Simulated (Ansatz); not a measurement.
The cluster Ga5As4, relaxed as a doublet with UKS r2SCAN-D4/def2-SVP in Ansatz, starting from the GFN1-xTB geometry. Force threshold 0.03 eV/Å.

Another isomer (doublet) lies 0.58 eV lower at r2SCAN-D4/def2-SVP; other spin states weren't run for this one.

Start:

```xyz
9

Ga   -0.769   -0.381    0.152
Ga    2.389   -0.216   -1.097
Ga   -2.871    3.145    2.231
Ga   -0.604    2.767    1.079
Ga    1.035   -2.566   -1.349
As   -1.168   -2.599   -0.580
As   -2.503    0.839    1.247
As    3.256   -2.129   -2.123
As    1.236    1.141    0.440
```

```json
{"step": "1", "energy (eV)": "-505196.3034", "largest force component (eV/Å)": "1.136", "SCF passes": "34"}
{"step": "2", "energy (eV)": "-505196.7038", "largest force component (eV/Å)": "0.412", "SCF passes": "33"}
{"step": "3", "energy (eV)": "-505196.8817", "largest force component (eV/Å)": "0.224", "SCF passes": "32"}
{"step": "4", "energy (eV)": "-505196.9451", "largest force component (eV/Å)": "0.170", "SCF passes": "33"}
{"step": "5", "energy (eV)": "-505196.9871", "largest force component (eV/Å)": "0.152", "SCF passes": "32"}
{"step": "6", "energy (eV)": "-505197.0263", "largest force component (eV/Å)": "0.157", "SCF passes": "31"}
{"step": "7", "energy (eV)": "-505197.0521", "largest force component (eV/Å)": "0.166", "SCF passes": "31"}
{"step": "8", "energy (eV)": "-505197.0718", "largest force component (eV/Å)": "0.159", "SCF passes": "31"}
{"step": "9", "energy (eV)": "-505197.0846", "largest force component (eV/Å)": "0.122", "SCF passes": "31"}
{"step": "10", "energy (eV)": "-505197.0912", "largest force component (eV/Å)": "0.090", "SCF passes": "31"}
{"step": "11", "energy (eV)": "-505197.0938", "largest force component (eV/Å)": "0.038", "SCF passes": "26"}
{"step": "12", "energy (eV)": "-505197.0945", "largest force component (eV/Å)": "0.017", "SCF passes": "28"}
```

Force components are those of the run's own axes.

End:

Cartesian coordinates in Å:
```
Ga -0.552 -0.666 0.715
Ga 2.278 0.046 -0.893
Ga -2.907 3.061 0.828
Ga -0.332 2.244 0.935
Ga 0.710 -2.180 -1.527
As -1.267 -2.572 -0.467
As -2.175 0.836 1.734
As 2.700 -1.460 -2.548
As 1.545 0.690 1.222
```

By distances, no bond broke or formed. The bond that changes most is Ga4–As7, from 2.71 to 2.45 Å (atoms count from 1).

No frequencies were taken in this run, so the end may be a saddle point.

Run time 8.6 min (6 threads of Intel Xeon on a shared host), peak host memory 1 GiB.
